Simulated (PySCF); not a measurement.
A calculated (UHF, PySCF 2.14, jorge-DZP-DKH, the spin-free X2C one-electron Hamiltonian (Gaussian nucleus)) atom or ion has these occupied shells.

| shell | electrons | orbital energy (eV) | rms radius, mean of both spins (bohr) |
| --- | --- | --- | --- |
| 1s | 2 | -3656.1 | 0.0937 |
| 2s | 2 | -403.26 | 0.417 |
| 2p | 6 | -319.64 | 0.387 |
| 3s | 2 | -53.834 | 1.37 |
| 3p | 6 | -31.880 | 1.56 |

Problem. Name the element and its charge.

Solution. K⁺ (potassium, charge +1), in [Ar], closed-shell 1S.
